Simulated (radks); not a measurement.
The numbers below are computed, except where a source is named.
Mean orbital radii <r> (bohr) of the rhenium ion Re2+, [Xe] 4f14 5d5, of relativity; Dirac values are averaged over j with weights 2j + 1. Spin-unpolarised spherical Kohn-Sham, PBEsol, point nucleus unless stated (finite: rms radius 5.3698 fm), a radial shooting solver on a logarithmic mesh with Libxc functionals. A level marked "c x" has the speed of light scaled by that factor and shares open shells by 2j + 1; other Dirac levels either fill j = l - 1/2 first or share by 2j + 1.

| shell | non-rel. |
|---|---|
| 3s | 0.2164 |
| 3p | 0.2065 |
| 3d | 0.1809 |
| 4s | 0.4813 |
| 4p | 0.4878 |
| 4d | 0.5024 |
| 5s | 1.137 |
| 4f | 0.5637 |
| 5p | 1.252 |
| 5d | 1.744 |
| 6s (empty) | 2.947 |
| 6p (empty) | 3.513 |

Give the values at the level "Dirac, c x 2".

Answer. 
shell       Dirac, c x 2  change of magnitude (%)
3s                0.2118                    -2.12
3p                0.2042                    -1.12
3d                0.1805                    -0.24
4s                0.4716                    -2.02
4p                0.4828                    -1.02
4d                0.5018                    -0.12
5s                 1.113                    -2.09
4f                0.5676                    +0.70
5p                 1.241                    -0.92
5d                 1.753                    +0.49
6s (empty)         2.888                    -1.98
6p (empty)         3.484                    -0.82
